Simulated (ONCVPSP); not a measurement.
Transferability test, ONCV potential for fluorine (F)

```json
{
 "Element": "fluorine (F)",
 "Generator": "ONCVPSP 4.0.1",
 "Type": "optimised norm-conserving Vanderbilt (ONCV)",
 "Functional": "PBE",
 "Relativity": "scalar-relativistic",
 "Frozen core": "[He]",
 "Valence charge": "7",
 "Reference configuration": "2s2 2p5",
 "Partial waves": "2s: rc 0.60 bohr, ncon 4, nbas 7, qcut 8.8 1/bohr, 2 projectors, debl 2.7 Ha; 2p: rc 1.55 bohr, ncon 3, nbas 7, qcut 10.2 1/bohr, 2 projectors, debl 0.3 Ha; d scattering state at 0.4 Ha: rc 1.35 bohr, ncon 4, nbas 9, qcut 8.1 1/bohr, 3 projectors, debl 1.6 Ha",
 "Local potential": "polynomial inside 0.60 bohr (lpopt 5, dvloc0 1 Ha)",
 "Core correction": "Teter function fitted to the true core (icmod 2), fcfact 0.4"
}
```

In the p channel the program set the typed energies aside and used -0.408, 0.250 Ha.

Energies are relative to the spin-unpolarised reference configuration 2s2 2p5; without spin polarisation the order of configurations can differ from experiment.

Problem. Give the all-electron excitation energy and the error of the potential for: 2s2 2p4; 2s2 2p3; 2s2 2p2; 2s2 2p4.5.

Solution.

```tsv
valence configuration	charge	ΔE all-electron (eV)	error AE − PS (meV)
2s2 2p4	+1	19.390	+42
2s2 2p3	+2	57.775	+327
2s2 2p2	+3	118.412	+1208
2s2 2p4.5	+0.5	7.543	+6.8
```

Levels in the configuration 2s2 2p3:

| level | all-electron (eV) | pseudo (eV) |
| --- | --- | --- |
| 2s | -67.992 | -67.867 |
| 2p | -49.003 | -48.492 |
